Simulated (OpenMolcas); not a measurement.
**Computed levels of Ru+**

```json
{
 "Program": "OpenMolcas",
 "Method": "SS-CASPT2, IPEA 0.25 Eh, imaginary shift 0.1 Eh (closed shells correlated: 4s 4p)",
 "Basis": "ANO-RCC-VQZP [8s7p5d3f2g1h]",
 "Scalar Hamiltonian": "DKH2, point nucleus",
 "Active space": "7 electrons in 6 orbitals (4d 5s)",
 "State averaging": "2S+1 = 4 even, 50 roots; 2S+1 = 6 even, 6 roots kept (CI in the orbitals of an earlier block); 2S+1 = 2 even, 105 roots kept (CI in the orbitals of an earlier block)",
 "Spin-orbit coupling": "state interaction with AMFI integrals over the reference wave functions, term energies averaged over their components"
}
```

With spin-orbit coupling, above the lowest level:

| Configuration | Term | J | E (cm⁻¹) | Measured (cm⁻¹) | g | Term weight % | Second |
| --- | --- | --- | --- | --- | --- | --- | --- |
| 4d⁷ | ⁴F | 9/2 | 0.0 | 0.0 | 1.330 | 98 |  |
| 4d⁷ | ⁴F | 7/2 | 1642 | 1523 | 1.237 | 99 |  |
| 4d⁷ | ⁴F | 5/2 | 2690 | 2494 | 1.031 | 99 |  |
| 4d⁷ | ⁴F | 3/2 | 3340 | 3104 | 0.411 | 97 | 3 ²D |
| 4d⁶ 5s | ⁶D | 9/2 | 7320 | 9151 | 1.554 | 99 |  |
| 4d⁷ | ⁴P | 5/2 | 8090 | 8257 | 1.613 | 74 | 25 4d⁶ 5s ⁶D |
| 4d⁶ 5s | ⁶D | 7/2 | 8290 | 10150 | 1.586 | 99 |  |
| 4d⁷ | ⁴P | 3/2 | 8420 | 8478 | 1.731 | 63 | 28 4d⁶ 5s ⁶D |
| 4d⁶ 5s | ⁶D | 1/2 | 9050 | 11604 | 3.014 | 57 | 41 4d⁷ ⁴P |
| 4d⁶ 5s | ⁶D | 5/2 | 9260 | 10852 | 1.641 | 74 | 25 4d⁷ ⁴P |
| 4d⁶ 5s | ⁶D | 3/2 | 9790 | 11304 | 1.796 | 70 | 21 4d⁷ ⁴P |
| 4d⁷ | ⁴P | 1/2 | 10550 |  | 2.868 | 53 | 42 4d⁶ 5s ⁶D |
| 4d⁷ | ²G | 9/2 | 10850 |  | 1.101 | 91 | 7 ²H |
| 4d⁷ | ²G | 7/2 | 12320 |  | 0.892 | 99 |  |
| 4d⁷ | ²P | 3/2 | 12990 |  | 1.225 | 55 | 29 ²D |
| 4d⁷ | ²D | 5/2 | 14640 |  | 1.202 | 97 |  |
| 4d⁷ | ²P | 1/2 | 14950 |  | 0.762 | 91 | 5 ⁴P |
| 4d⁷ | ²H | 11/2 | 15090 |  | 1.091 | 100 |  |
| 4d⁷ | ²H | 9/2 | 16580 |  | 0.924 | 92 | 7 ²G |
| 4d⁶ 5s | ⁴D(1) | 7/2 | 16730 |  | 1.419 | 96 | 3 ²F(1) |
| 4d⁷ | ²D | 3/2 | 17080 |  | 0.967 | 68 | 27 ²P |
| 4d⁶ 5s | ⁴D(1) | 5/2 | 17930 |  | 1.368 | 97 |  |
| 4d⁶ 5s | ⁴D(1) | 3/2 | 18740 |  | 1.204 | 96 |  |
| 4d⁶ 5s | ⁴D(1) | 1/2 | 19190 |  | 0.032 | 95 | 3 4d⁷ ²P |
| 4d⁶ 5s | ²F(1) | 5/2 | 23870 |  | 0.863 | 98 |  |
| 4d⁶ 5s | ²F(1) | 7/2 | 24080 |  | 1.133 | 91 | 3 ⁴D(1) |
| 4d⁶ 5s | ⁴H | 13/2 | 24830 |  | 1.229 | 99 |  |
| 4d⁶ 5s | ⁴P | 5/2 | 24980 |  | 1.594 | 97 |  |
| 4d⁶ 5s | ⁴H | 11/2 | 24990 |  | 1.150 | 87 | 12 ⁴G |
| 4d⁶ 5s | ⁴H | 9/2 | 25030 |  | 1.055 | 67 | 17 ⁴G |
| 4d⁶ 5s | ⁴H | 7/2 | 25400 |  | 0.771 | 74 | 11 ⁴G |
| 4d⁶ 5s | ⁴F | 9/2 | 26430 |  | 1.230 | 67 | 24 ⁴H |
| 4d⁶ 5s | ⁴F | 7/2 | 26810 |  | 1.117 | 71 | 16 ⁴H |
| 4d⁶ 5s | ⁴P | 3/2 | 26870 |  | 1.686 | 88 | 8 ²P |
| 4d⁶ 5s | ⁴F | 5/2 | 27030 |  | 0.950 | 80 | 18 ⁴G |
| 4d⁶ 5s | ⁴F | 3/2 | 27460 |  | 0.414 | 97 |  |
| 4d⁶ 5s | ⁴G | 11/2 | 27920 |  | 1.247 | 83 | 11 ⁴H |
| 4d⁶ 5s | ⁴P | 1/2 | 28210 |  | 2.605 | 93 | 4 ²S |
| 4d⁶ 5s | ⁴G | 9/2 | 29060 |  | 1.181 | 76 | 15 ⁴F |
| 4d⁶ 5s | ⁴G | 5/2 | 29190 |  | 0.674 | 75 | 18 ⁴F |

Against the 10 measured excited levels shown (NIST Handbook of Basic Atomic Spectroscopic Data) the mean absolute deviation is 1000 cm-1; the largest miss in energy is 4d⁶ 5s ⁶D_1/2 [57 %]: computed 9050, measured 11604 cm⁻¹ (-22.0 %).

Spin-orbit coupling puts the lowest level 1715 cm⁻¹ below the lowest spin-free term.

For ⁴F the intervals divided by the larger J are -259.6, -300.0, -364.8 cm-1. Landé's interval rule makes them equal in pure LS coupling; they differ by 34 % of their mean. The multiplet is inverted.

CASPT2 breaks the degeneracy within a term, and the mean is taken; among the terms shown or strongly mixed into the levels shown the widest spread is 650 cm-1 (4d⁷ ⁴F). Over all roots computed the reference weight is 0.85 to 0.91; the roots of lowest weight are the least certain, and an intruder state may touch them. Some levels mix across a computed gap that differs much from the measured one, so their mixing is not that of the real levels. Terms from blocks run as CI alone lack orbitals of their own. Configurations are named by rounded mean occupations; where the s occupation lies near a half they are strongly mixed, a name can repeat and a true partner stay unpaired. A single d shell beside an s shell can misplace configurations of different d count against each other. Measured partners are found by configuration, term and J. A level has none where our copy of the source lacks it or the pairing is in doubt (some pairs that miss far off the trend of their configuration count as doubtful), and it then counts in no deviation. Only configurations of the active space appear. The first state left out of the spin-orbit step lies near 47000 cm-1 above the lowest spin-free state of the reference (among the parities and spins computed), and the list stops at four fifths of that energy or lower. The table shows the lowest 40 of 60 levels.

The term weight is that of the spin-free term in the level, not the purity of its configuration. A share in square brackets marks a mixed level and gives the weight of the term that names it. A number in round brackets counts repeated terms of one configuration in the order of the reference energies.
